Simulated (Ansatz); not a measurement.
Relaxation of BF2HSe (5 atoms, charge 0, multiplicity 1), to a largest force component of 0.015 eV/Å in at most 40 steps.

Method: Ansatz 0.2.0, RKS B3LYP/def2-SVP.

```xyz
5
Properties=species:S:1:pos:R:3
F 0.889 -1.625 -0.013
B 0.036 -0.458 0.397
F -1.157 -0.666 1.212
Se 0.611 1.418 -0.182
H 1.522 1.484 1.121
```

Problem. Where does it end, and by what steps?

Solution. The forces met the threshold. After 12 steps the energy has fallen by 1.574 eV; H5 moved furthest, 0.83 Å.

```csv
step,energy less start (eV),largest force component (eV/Å),accepted
0,0.0000,4.017,yes
1,-0.7152,3.424,yes
2,-0.9118,3.536,yes
3,-1.1607,1.212,yes
4,-1.2355,1.032,yes
5,-1.2796,0.969,yes
6,-1.3070,1.303,yes
7,-1.3622,1.193,yes
8,-1.4440,1.650,yes
9,-1.5590,0.670,yes
10,-1.5687,0.313,yes
11,-1.5741,0.118,yes
12,-1.5745,0.007,yes
```

```xyz
5
Properties=species:S:1:pos:R:3
F 0.935 -1.351 0.552
B -0.008 -0.427 0.546
F -1.267 -0.816 0.617
Se 0.391 1.481 0.435
H 1.849 1.266 0.385
```

Whether the end is a true minimum wasn't checked by a vibrational analysis.

Time of the run: 42 s on 1 thread of Arm Neoverse V2, with other jobs on the host, peak memory 0.17 GiB.
